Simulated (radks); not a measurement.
Minus the highest occupied eigenvalue as an estimate of the ionisation energy, Dy to Dy19+. The LB94 potential has the -1/r tail that LDA and GGA lack but no energy functional. Calculated with a radial shooting solver on a logarithmic mesh with Libxc functionals: Dirac Kohn-Sham, LB94 model potential, spin-unpolarised, spherical densities, finite nucleus; open shells fill j = l - 1/2 first; Fermi nuclear charge, rms radius 5.2218 fm.

| species | configuration | HOMO | -e(HOMO) (eV) | <r> (bohr) | IE, NIST (eV) | kind |
|---|---|---|---|---|---|---|
| Dy | [Xe] 4f10 6s2 | 6s1/2 | 6.759 | 3.81 | 5.939 | exp. |
| Dy+ | [Xe] 4f10 6s1 | 6s1/2 | 12.959 | 3.44 | 11.65 | semi-emp. |
| Dy2+ | [Xe] 4f10 | 4f7/2 | 24.930 | 0.854 | 22.89 | semi-emp. |
| Dy3+ | [Xe] 4f9 | 4f7/2 | 43.453 | 0.798 | 41.2 | semi-emp. |
| Dy4+ | [Xe] 4f8 | 4f7/2 | 64.465 | 0.756 | - |  |
| Dy5+ | [Kr] 4d10 4f8 5s2 5p5 | 4f7/2 | 81.436 | 0.746 | 93 | theory |
| Dy6+ | [Kr] 4d10 4f8 5s2 5p4 | 4f7/2 | 99.186 | 0.738 | 110 | theory |
| Dy7+ | [Kr] 4d10 4f9 5s2 5p2 | 4f7/2 | 111.71 | 0.751 | 127 | theory |
| Dy8+ | [Kr] 4d10 4f8 5s2 5p2 | 4f7/2 | 136.92 | 0.721 | 152 | theory |
| Dy9+ | [Kr] 4d10 4f8 5s2 5p1 | 4f7/2 | 157.44 | 0.712 | 170 | theory |
| Dy10+ | [Kr] 4d10 4f8 5s2 | 4f7/2 | 178.70 | 0.704 | 192 | theory |
| Dy11+ | [Kr] 4d10 4f7 5s2 | 4f7/2 | 207.43 | 0.680 | 224 | theory |
| Dy12+ | [Kr] 4d10 4f6 5s2 | 4f5/2 | 238.98 | 0.654 | 259 | theory |
| Dy13+ | [Kr] 4d10 4f6 5s1 | 4f5/2 | 263.39 | 0.647 | 279 | theory |
| Dy14+ | [Kr] 4d10 4f4 5s2 | 4f5/2 | 304.18 | 0.617 | 300 | theory |
| Dy15+ | [Kr] 4d10 4f5 | 4f5/2 | 321.99 | 0.624 | 332 | theory |
| Dy16+ | [Kr] 4d10 4f4 | 4f5/2 | 356.78 | 0.608 | 366 | theory |
| Dy17+ | [Kr] 4d10 4f3 | 4f5/2 | 392.89 | 0.593 | 399 | theory |
| Dy18+ | [Kr] 4d10 4f2 | 4f5/2 | 430.26 | 0.579 | 431 | theory |
| Dy19+ | [Kr] 4d10 4f1 | 4f5/2 | 468.89 | 0.566 | 465 | theory |

Reference values: NIST Atomic Spectra Database (exp. = measured, semi-emp. = semi-empirical, theory = theoretical value adopted there). Spin polarisation and multiplet splitting are left out.

Beside tabulated values, note that spin-unpolarised runs miss the spin-polarisation part of the exchange energy of open shells. No tabulated value is given for the 4+ ions of Nd, Pm and Eu to Yb, where it belongs to another shell than the one emptied here.
